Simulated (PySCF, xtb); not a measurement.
B(F)(Cl)(NMe2) (C2H6BClFN), SMILES FB(Cl)N(C)C.

GFN2-xTB (xtb) at its own geometry gives an orbital gap of 5.76 eV and a dipole moment of 3.93 D.

Geometry optimised at B3LYP-D3(BJ)/def2-SVP. The values are those of a single conformer.

**Question.** What does PySCF with r2SCAN/def2-TZVP give? (The exact figures need the calculation; the answer reports its results.)

**Answer.** gap 6.68 eV (levels -6.39 and 0.28 eV), dipole 2.92 D.
